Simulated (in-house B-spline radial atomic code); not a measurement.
The numbers below are computed, except where a source is named.
**Softness against transferability: the 2p channel of B**

B, [He] 2s2 2p1, non-relativistic PBE, spherical and spin-unpolarised, from a B-spline radial code for spherical atoms (atomic units). The all-electron 2p level is ε = -0.132618 hartree and its outer maximum at 1.57 bohr.

Troullier-Martins pseudo-orbitals are made for several radii. The cutoffs (hartree) are the plane-wave energies beyond which the orbital holds less than the named kinetic energy per electron. The phase error is the difference, pseudo minus all-electron, of arctan(R P'/P) at R = 3.6 bohr for all radii, half a hartree below and above the level.

```
r_c (bohr)  V_l(0) (hartree)  cutoff for 10 mEh  for 1 mEh  for 0.1 mEh  phase error at ε − 0.5 (mrad)  at ε + 0.5 (mrad)
      1.77             -4.48               9.33       14.2         18.2                           0.0              +16.9
      2.05             -3.73               7.84       11.3         14.6                           +0.1              +35.2
      2.36             -3.14               6.48       9.33         11.7                           +0.3              +67.4
      2.67             -2.71               5.51       7.84         9.68                           +0.6             +112.9
      2.97             -2.39               4.87       6.62         8.16                           +1.3             +167.7
       3.3             -2.11               4.15       5.78         7.07                           +2.8             +235.4
```

Q: Which radius needs the lowest cutoff for 0.1 mEh while both phase errors stay within 113.0 mrad?

A: The radii within that limit are 1.77, 2.05, 2.36, 2.67 bohr; of these r_c = 2.67 needs the least, 9.68 hartree, that is 19.4 Ry or 263 eV.

Q: What does the larger radius buy, and what does it cost?

A: From r_c = 1.77 to 3.3 bohr the cutoff for 1 mEh goes from 14.2 to 5.78 hartree, a factor of 2.46, against 3.48 for a pure 1/r_c² scaling, end to end; step by step it is 14.2, 11.3, 9.33, 7.84, 6.62, 5.78, and for 0.1 mEh 18.2, 14.6, 11.7, 9.68, 8.16, 7.07; the number of plane waves goes as the cutoff to the power 3/2, here a factor of 3.9. The larger of the two phase errors is least at r_c = 1.77 bohr, 16.9 mrad; it is 16.9 at the smallest radius and 235.4 at the largest. These errors test the reference atom alone. Large radii also let the cores of neighbours overlap, which an atom doesn't show.
